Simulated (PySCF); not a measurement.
methyl(prop-1-en-2-yl)silane (C4H10Si), SMILES C=C(C)[SiH2]C. Atoms are numbered in the order given.

```xyz
15

C     -1.0387    -1.5724     0.9254
C     -0.8017    -0.3949     0.3060
C     -1.8677     0.3240    -0.4850
Si     0.9147     0.3946     0.4112
C      1.6783     0.6103    -1.3079
H     -2.0300    -2.0609     0.8792
H     -0.2594    -2.0960     1.5037
H     -1.5628     0.4604    -1.5454
H     -2.0467     1.3451    -0.0835
H     -2.8329    -0.2232    -0.4761
H      0.8007     1.7537     1.0608
H      1.7936    -0.4745     1.2726
H      1.7830    -0.3693    -1.8163
H      1.0453     1.2627    -1.9432
H      2.6826     1.0750    -1.2394
```

The structure is a stationary point at PBE-D3(BJ)/def2-SVP. One conformer was computed; it need not be the lowest.

Computed with SMD-PBE0/6-31G* (PySCF).

Solvation free energies are E(SMD) − E(gas) at the gas-phase geometry, for 1 M in both phases. In vacuum the dipole moment is 0.89 D.

Question: Rank water, dichloromethane, diethylether by solvation free energy, most negative first.

Answer: dichloromethane (-2.7 kcal/mol), diethylether (-2.3 kcal/mol), water (2.6 kcal/mol)
